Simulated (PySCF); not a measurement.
**Molecular orbitals of RbB⁺**

r²SCAN0 at R = 3.582 Å; Rb def2-SVPD with ECP28, B def2-SVPD; scalar-relativistic core potentials (PySCF 2.14). State: ²Σ⁺ (doublet), unpaired electrons σ ↑. Only the outer orbitals are listed, counted within each symmetry, core potentials removing the inner ones.

```
spin  orbital  occ.  ε (eV)  on Rb (%)  main shells (%)
   α       2σ     1  -41.09        100         100 Rb s
   α       1π     1  -23.26        100         100 Rb p
   α       1π     1  -23.26        100         100 Rb p
   α       3σ     1  -23.21        100         100 Rb p
   α       4σ     1  -15.28          2           98 B s
   α       5σ     1  -10.07          2           97 B p
   α       2π     0   -6.29          4           96 B p
   α       2π     0   -6.29          4           96 B p
   α       6σ     0   -4.35         99          98 Rb s
   β       2σ     1  -41.08        100         100 Rb s
   β       1π     1  -23.25        100         100 Rb p
   β       1π     1  -23.25        100         100 Rb p
   β       3σ     1  -23.19        100         100 Rb p
   β       4σ     1  -13.84          1           98 B s
   β       2π     0   -6.01          3           97 B p
   β       2π     0   -6.01          3           97 B p
   β       5σ     0   -5.09         33  64 B p, 33 Rb s
```

Which are the highest filled and the lowest empty level, where do they sit, and how wide is the gap?

Highest filled α 5σ at -10.07 eV (in %: 97 B p); lowest empty α 2π at -6.29 eV (in %: 96 B p); the gap at r²SCAN0 is 3.78 eV.

* bond order (Mayer): 0.09
* ⟨S²⟩: 0.756
* charge on Rb (Mulliken, basis-dependent): 0.96
* charge on Rb (Löwdin, basis-dependent): 0.88
* dipole moment (positive dipole points towards B; it is taken about the centre of mass and depends on that origin): -0.55 D

Spin–orbit coupling is left out. The state is the lowest determinant that a PBE0 search found; another state may lie lower at other levels.
